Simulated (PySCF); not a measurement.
Compound: CH₅FGe.
Atom-mapped SMILES: `[CH3:1][GeH2:2][F:3]` (hydrogens: H4, H5, H6 on C1; H7, H8 on Ge2)

All values: CAM-B3LYP/def2-SVPD (PySCF, non-relativistic), on one gas-phase PBE0-D3(BJ)/def2-SVP geometry that isn't relaxed in the solvent. The solvent is an IEF-PCM continuum (cavity from Bondi-type radii × 1.2), and excitations are vertical TDDFT with non-equilibrium linear response and a frozen core. Specific hydrogen bonds and non-electrostatic terms are outside this model. Spin–orbit coupling is left out although an atom past zinc is present.

Gas-phase singlets (H = HOMO, L = LUMO):

| state | E (eV) | λ (nm) | f | leading configuration |
| --- | --- | --- | --- | --- |
| S1 | 7.885 | 157 | 0.006 | H→L 71% |
| S2 | 8.009 | 155 | 0.001 | H-1→L 73% |
| S3 | 8.530 | 145 | 0.040 | H→L+1 71% |
| S4 | 8.818 | 141 | 0.097 | H-1→L+1 73% |
| S5 | 9.136 | 136 | 0.072 | H-1→L+2 85% |

**Question.** What are the lowest 5 singlets in acetonitrile (ε = 35.69)?

**Answer.** 
```json
{"state": "S1", "E (eV)": "7.805", "λ (nm)": "159", "f": "0.005", "leading configuration": "H→L 80%", "change by rank (eV)": "-0.080"}
{"state": "S2", "E (eV)": "7.987", "λ (nm)": "155", "f": "0.003", "leading configuration": "H-1→L 79%", "change by rank (eV)": "-0.022"}
{"state": "S3", "E (eV)": "8.584", "λ (nm)": "144", "f": "0.045", "leading configuration": "H→L+1 84%", "change by rank (eV)": "+0.054"}
{"state": "S4", "E (eV)": "8.828", "λ (nm)": "140", "f": "0.179", "leading configuration": "H-1→L+1 72%", "change by rank (eV)": "+0.010"}
{"state": "S5", "E (eV)": "9.064", "λ (nm)": "137", "f": "0.520", "leading configuration": "H→L+2 89%", "change by rank (eV)": "-0.072"}
```

**Question.** The ground-state energy changes by -0.155 eV from gas to acetonitrile. By how much does the total energy of gas-phase S3 change?

**Answer.** E(S3) = E(S0) + excitation energy, so it changes by -0.155 + 0.054 = -0.101 eV: it is lowered less than the ground state, which is what a blue shift means. This is the vertical state, with the slow part of the continuum still set for S0.

**Question.** How do the frontier levels move from gas to acetonitrile?

**Answer.** 
```tsv
orbital	gas (eV)	solvent (eV)	change (eV)
LUMO+2	1.56	1.77	+0.21
LUMO+1	1.07	1.39	+0.32
LUMO	1.05	1.10	+0.05
HOMO	-10.54	-10.32	+0.22
HOMO-1	-10.79	-10.64	+0.15
HOMO-2	-12.79	-12.59	+0.20
HOMO-3	-12.85	-12.76	+0.09
```

The HOMO–LUMO gap goes from 11.59 to 11.42 eV. Rows go by rank; for HOMO-3, HOMO-2, LUMO and LUMO+1 the atom shares or the degeneracy differ between the runs, so the row needn't follow one orbital.

Time: 6.1 s of wall time; peak memory 0.57 GiB. Hardware: one thread, Arm Neoverse V2 (aarch64), shared host. This is the whole response run at CAM-B3LYP/def2-SVPD in acetonitrile, SCF included.
